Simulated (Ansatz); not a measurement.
The inner images of a band of Cl2FH3O2Ti (9 atoms, charge 0, multiplicity 1) are given out of order.

Theory: Ansatz, RKS PBE-D4/def2-SVP.

Initial state:

```xyz
9
Properties=species:S:1:pos:R:3
Ti -0.041 0.031 0.190
O -0.117 0.227 2.025
H -0.594 -0.375 2.624
Cl 1.889 -0.569 -0.706
Cl -1.144 1.508 -1.030
O -1.003 -1.434 0.000
H -1.203 -2.038 -0.738
F 1.190 1.947 1.049
H 0.818 1.545 1.845
```

Final state:

```xyz
9
Properties=species:S:1:pos:R:3
Ti 0.546 0.163 -0.522
O -0.818 -0.084 2.395
H -1.439 0.571 2.016
Cl 1.726 -0.269 -2.325
Cl -1.188 1.503 -0.875
O -0.082 -1.304 0.187
H -0.444 -1.099 1.117
F 1.485 0.931 0.763
H 0.009 0.430 2.503
```

Question: Put them in order from the first end to the last, with their energies above the first end.
A.
```xyz
9
Properties=species:S:1:pos:R:3
Ti 0.409 0.185 -0.183
O -0.586 0.092 2.024
H -1.380 0.659 2.066
Cl 1.720 0.016 -1.943
Cl -1.159 1.667 -0.720
O -0.264 -1.463 -0.110
H -0.645 -1.816 0.717
F 1.567 0.867 0.994
H 0.132 0.634 2.415
```
B.
```xyz
9
Properties=species:S:1:pos:R:3
Ti 0.288 0.284 -0.116
O -0.287 -0.011 2.070
H -1.207 0.159 2.346
Cl 1.915 -0.229 -1.521
Cl -1.063 1.770 -1.021
O -0.646 -1.241 -0.210
H -0.796 -1.972 0.415
F 1.332 1.319 0.956
H 0.260 0.764 2.341
```
C.
```xyz
9
Properties=species:S:1:pos:R:3
Ti 0.069 0.211 0.009
O -0.073 0.035 1.976
H -0.913 -0.125 2.442
Cl 1.933 -0.447 -0.967
Cl -1.056 1.736 -1.105
O -0.956 -1.213 -0.216
H -0.917 -2.135 0.095
F 1.120 1.683 1.116
H 0.588 1.098 1.909
```
D.
```xyz
9
Properties=species:S:1:pos:R:3
Ti 0.541 0.140 -0.263
O -0.785 0.080 2.023
H -1.372 0.740 1.588
Cl 1.367 0.041 -2.294
Cl -1.081 1.709 -0.445
O 0.008 -1.515 0.081
H -0.353 -1.551 0.999
F 1.838 0.632 0.810
H -0.368 0.565 2.760
```
E.
```xyz
9
Properties=species:S:1:pos:R:3
Ti -0.058 0.116 0.102
O -0.152 0.177 1.960
H -0.811 -0.299 2.494
Cl 1.849 -0.561 -0.795
Cl -1.124 1.725 -0.970
O -1.081 -1.296 -0.175
H -0.909 -2.244 -0.311
F 1.272 1.813 1.098
H 0.808 1.411 1.857
```

Answer: E (+1.8 kJ/mol), C (+13.6 kJ/mol), B (-33.2 kJ/mol), A (-60.1 kJ/mol), D (-61.7 kJ/mol).

The run took 3 min on 4 threads of Intel(R) Xeon(R) Platinum 8259CL CPU @ 2.50GHz (Skylake/Cascade Lake) (shared host), peak memory 0.25 GiB.
